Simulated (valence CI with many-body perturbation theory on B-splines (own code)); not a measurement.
E1 line list for K⁶⁺

Level of theory: valence CI with perturbative core correlation (CI+MBPT): three valence electrons over a frozen Dirac-Fock core [Ne], a basis of 11 s, 11 p, 9 d, 7 f, 5 g, 2 h, 1 i functions for each j, with the one-electron correlation potential Σ1, the two-electron term Σ2, the three-electron term Σ3, Breit, model QED; selected CI, second order for the rest, scaled by the run's own slope (own B-spline code, finite nucleus).

Set against measurement, 57 paired levels are off by 92 cm⁻¹ on average, the worst by 206. These come from a selection out of Sansonetti, J. Phys. Chem. Ref. Data 37, 7 (2008). Levels without a partner in it may be off by more.

Lines 51 to 100 of 270 in falling wavelength, among levels below 573470 cm⁻¹, chosen from the strongest by gf and those to the six lowest levels. Wavelengths and rates use the calculated energies, so an error of 90 cm⁻¹ moves a line at 63.58 nm by 0.057 % and its rate by three times that or more. Electric multipoles are in the length gauge, E1 and E2 with the static RPA response of the core. Weak lines are less certain than strong ones. Lines between different terms over intervals too small for the method are left out, as are lines whose strength nearly cancels. Where a level lies close to another of its J and parity, the split of strength between their lines is uncertain. The highest levels of a list are the least certain.

Names give the largest LS component (configuration and term), which can be under half, so a name can repeat, a term be missing and a line seem to break the LS rules; names also repeat where a configuration has a term twice. Letters in brackets count levels of one name in rising energy.

```
λ vac (nm)  λ from measured levels                 Upper                 Lower   A (s⁻¹)  S (a.u.)
     63.58                   63.59         3p2 3d 4D_3/2      3s 3p 3d 4P°_3/2  7.07e+08  3.59e-01
     63.49                   63.51         3p2 3d 4D_5/2      3s 3p 3d 4P°_3/2  1.48e+09  1.12e+00
     63.16                   63.18         3p2 3d 4D_5/2      3s 3p 3d 4P°_5/2  4.26e+08  3.18e-01
     62.89                   62.91         3p2 3d 4D_7/2      3s 3p 3d 4P°_5/2  2.17e+09  2.14e+00
     59.06                   59.03         3p2 3d 2D_5/2  3s 3p 3d 2D°_5/2 [a]  1.64e+09  1.00e+00
     58.91                   58.88     3p2 3d 2D_3/2 [a]  3s 3p 3d 2D°_3/2 [a]  1.63e+09  6.58e-01
     57.60                   57.62         3p2 3d 4F_7/2      3s 3p 3d 4F°_9/2  7.09e+08  5.35e-01
     57.49                   57.52         3p2 3d 4F_5/2      3s 3p 3d 4F°_7/2  1.09e+09  6.12e-01
     57.45                   57.45         3s2 4d 2D_5/2  3s 3p 3d 2F°_7/2 [a]  6.24e+08  3.51e-01
     57.41                                 3p2 3d 4F_3/2      3s 3p 3d 4F°_5/2  1.12e+09  4.18e-01
     57.22                   57.25         3p2 3d 4F_9/2      3s 3p 3d 4F°_9/2  4.36e+09  4.03e+00
     57.20                                 3p2 3d 4F_3/2      3s 3p 3d 4F°_3/2  3.59e+09  1.33e+00
     57.19                   57.22         3p2 3d 4F_7/2      3s 3p 3d 4F°_7/2  3.37e+09  2.49e+00
     57.19                   57.21         3p2 3d 4F_5/2      3s 3p 3d 4F°_5/2  2.99e+09  1.66e+00
     57.15                             3p2 3d 2P_3/2 [b]  3s 3p 3d 2F°_5/2 [a]  9.45e+08  3.48e-01
     56.98                                 3p2 3d 4F_5/2      3s 3p 3d 4F°_3/2  6.55e+08  3.59e-01
     56.89                   56.92         3p2 3d 4F_7/2      3s 3p 3d 4F°_5/2  6.89e+08  5.01e-01
     56.82                   56.85         3p2 3d 4F_9/2      3s 3p 3d 4F°_7/2  4.64e+08  4.20e-01
     56.69                   56.70         3s2 4d 2D_3/2  3s 3p 3d 2F°_5/2 [a]  8.44e+08  3.04e-01
     55.94                   55.95     3p2 3d 2D_3/2 [b]  3s 3p 3d 2F°_5/2 [a]  3.55e+09  1.23e+00
     55.55                   55.55           3p3 2D°_3/2         3s 3p2 4P_5/2  2.16e+06  7.31e-04
     55.45                   55.45           3p3 2D°_5/2         3s 3p2 4P_5/2  2.55e+06  1.29e-03
     55.28                   55.30  3s 3p 3d 2F°_7/2 [b]         3s2 3d 2D_5/2  7.80e+09  5.21e+00
     55.08                   55.10  3s 3p 3d 2F°_5/2 [b]         3s2 3d 2D_5/2  4.78e+08  2.36e-01
     55.04                   55.06  3s 3p 3d 2F°_5/2 [b]         3s2 3d 2D_3/2  7.49e+09  3.70e+00
     54.92                   54.92           3p3 2D°_5/2         3s 3p2 4P_3/2  1.51e+05  7.43e-05
     54.91                              3s 3p 3d 4F°_3/2         3s 3p2 2D_3/2  4.03e+06  1.32e-03
     54.67                   54.67           3p3 2D°_3/2         3s 3p2 4P_1/2  7.76e+05  2.50e-04
     54.49                   54.52           3p3 2P°_3/2         3s 3p2 2D_5/2  3.99e+09  1.28e+00
     54.45                   54.48           3p3 2P°_1/2         3s 3p2 2D_3/2  4.60e+09  7.34e-01
     54.44                   54.47           3p3 2P°_3/2         3s 3p2 2D_3/2  4.47e+08  1.42e-01
     54.32                   54.34         3p2 3d 4P_5/2      3s 3p 3d 4D°_7/2  5.37e+09  2.55e+00
     54.28                   54.30         3p2 3d 4P_5/2      3s 3p 3d 4D°_5/2  5.59e+08  2.65e-01
     54.14                             3p2 3d 2P_1/2 [a]      3s 3p 3d 4F°_3/2  1.53e+09  2.39e-01
     54.11                   54.13         3p2 3d 4D_7/2      3s 3p 3d 4F°_9/2  3.95e+09  2.47e+00
     54.09                   54.11         3p2 3d 4P_3/2      3s 3p 3d 4D°_5/2  5.22e+09  1.63e+00
     54.00                   54.02         3p2 3d 4P_3/2      3s 3p 3d 4D°_3/2  1.53e+09  4.75e-01
     53.95                   53.97         3p2 3d 4D_5/2      3s 3p 3d 4F°_7/2  3.64e+09  1.69e+00
     53.88                   53.91         3p2 3d 4P_1/2      3s 3p 3d 4D°_3/2  5.06e+09  7.81e-01
     53.76                   53.79         3p2 3d 4P_1/2      3s 3p 3d 4D°_1/2  4.07e+09  6.25e-01
     53.75                   53.78         3p2 3d 4D_7/2      3s 3p 3d 4F°_7/2  6.97e+08  4.27e-01
     53.74                   53.77         3p2 3d 4D_3/2      3s 3p 3d 4F°_5/2  3.53e+09  1.08e+00
     53.68                   53.71         3p2 3d 4D_5/2      3s 3p 3d 4F°_5/2  1.09e+09  5.01e-01
     53.56                                 3p2 3d 4D_3/2      3s 3p 3d 4F°_3/2  1.13e+09  3.42e-01
     53.45                                 3p2 3d 4D_1/2      3s 3p 3d 4F°_3/2  3.39e+09  5.11e-01
     53.40                   53.43         3p2 3d 4P_3/2      3s 3p 3d 4P°_1/2  1.37e+09  4.11e-01
     53.38                   53.40         3p2 3d 4P_5/2      3s 3p 3d 4P°_3/2  9.37e+08  4.22e-01
     53.20                   53.22         3p2 3d 4P_3/2      3s 3p 3d 4P°_3/2  1.08e+09  3.22e-01
     53.14                   53.17         3p2 3d 4P_5/2      3s 3p 3d 4P°_5/2  2.20e+09  9.77e-01
     52.60                   52.65         3s 3p2 2S_1/2        3s2 3p 2P°_3/2  2.67e+09  3.83e-01
```
